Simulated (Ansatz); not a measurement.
Total energies of PAsSbSb tetrahedron (Sb₂AsP) from Ansatz at PBE0-D4/def2-TZVP, gas phase (1 Eh = 27.2114 eV = 2625.5 kJ/mol). The reference geometry is relaxed at PBE0-D4/def2-SVP.

```xyz
4

P     1.4167   -0.3210   -0.0254
As   -0.4996   -0.4313   -1.3746
Sb   -0.1782    1.6529    0.1975
Sb   -0.7388   -0.9006    1.2025
```

```json
{"state": "charge 0 singlet", "geometry": "reference", "energy (Eh)": "-3057.49317"}
{"state": "charge 1 doublet", "geometry": "reference", "energy (Eh)": "-3057.18665"}
{"state": "free P atom (quartet)", "geometry": "–", "energy (Eh)": "-341.13505"}
{"state": "free As atom (quartet)", "geometry": "–", "energy (Eh)": "-2235.53903"}
{"state": "free Sb atom (quartet)", "geometry": "–", "energy (Eh)": "-240.22283"}
```

In the def2 sets Sb takes a core potential; there is no spin–orbit coupling.

(1) Work out the vertical ionisation energy to the doublet.

(2) What is the binding energy per atom against free atoms?

(1) E(charge 1 doublet) − E(charge 0 singlet) = -3057.18665 − (-3057.49317) = 0.30652 Eh = 8.34 eV. For comparison, −ε of the highest occupied level is 6.59 eV at this level, 1.75 eV less.

(2) Atoms: 1 × (-341.13505) + 1 × (-2235.53903) + 2 × (-240.22283) = -3057.11974 Eh. Binding: -3057.11974 − (-3057.49317) = 0.37343 Eh = 10.16 eV, or 2.54 eV for each of 4 atoms (no zero-point energy, no counterpoise term).
